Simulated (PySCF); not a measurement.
# Correlation energy of C⁺ (carbon, charge +1)

[He] 2s2 2p1, 2P determinant. Computed with PySCF 2.14 in dyall-av3z (15s9p3d2f, 71 functions), with no relativity, point nucleus. Frozen: 1s2; 3 electrons correlated; the 14 highest virtual orbitals of each spin left out.

| level | correlation energy (mhartree) |
| --- | --- |
| CCSD | -76.40 |
| (T) | -1.19 |
| CCSD(T) | -77.59 |

Diagnostics: T1 = 0.0100, D1 = 0.0184, largest double amplitude 0.131.

Cost of the coupled-cluster step: roughly 2.3 core-seconds, for 3 correlated electrons.

Iterations:

```
CC2 = 0
CCSD nocc = (np.int64(2), np.int64(1)), nmo = (56, 56)
frozen orbitals [[0, 57, 58, 59, 60, 61, 62, 63, 64, 65, 66, 67, 68, 69, 70], [0, 57, 58, 59, 60, 61, 62, 63, 64, 65, 66, 67, 68, 69, 70]]
max_cycle = 100
direct = 0
conv_tol = 1e-08
conv_tol_normt = 1e-06
diis_space = 8
diis_start_cycle = 0
Init t2, MP2 energy = -0.0530102539923215
Init E_corr(UCCSD) = -0.0530102540244287
cycle = 1  E_corr(UCCSD) = -0.0662687872468386  dE = -0.0132585332  norm(t1,t2) = 0.0538987
cycle = 2  E_corr(UCCSD) = -0.0714915756474889  dE = -0.0052227884  norm(t1,t2) = 0.0266883
cycle = 3  E_corr(UCCSD) = -0.0764527084353479  dE = -0.00496113279  norm(t1,t2) = 0.01395
cycle = 4  E_corr(UCCSD) = -0.0763735222382327  dE = 7.91861971e-05  norm(t1,t2) = 0.00120715
cycle = 5  E_corr(UCCSD) = -0.0764166381546045  dE = -4.31159164e-05  norm(t1,t2) = 0.000194083
cycle = 6  E_corr(UCCSD) = -0.0763986773174479  dE = 1.79608372e-05  norm(t1,t2) = 4.65526e-05
cycle = 7  E_corr(UCCSD) = -0.0764039206142804  dE = -5.24329683e-06  norm(t1,t2) = 1.51102e-05
cycle = 8  E_corr(UCCSD) = -0.0764037312324385  dE = 1.89381842e-07  norm(t1,t2) = 2.06114e-06
cycle = 9  E_corr(UCCSD) = -0.076403594767264  dE = 1.36465175e-07  norm(t1,t2) = 4.85751e-07
cycle = 10  E_corr(UCCSD) = -0.0764036275858031  dE = -3.28185391e-08  norm(t1,t2) = 1.22245e-07
cycle = 11  E_corr(UCCSD) = -0.0764036267664476  dE = 8.19355431e-10  norm(t1,t2) = 2.20613e-08
UCCSD converged
E(UCCSD) = -37.37309236858034  E_corr = -0.07640362676644764
UCCSD(T) correction = -0.00118849571351436
```
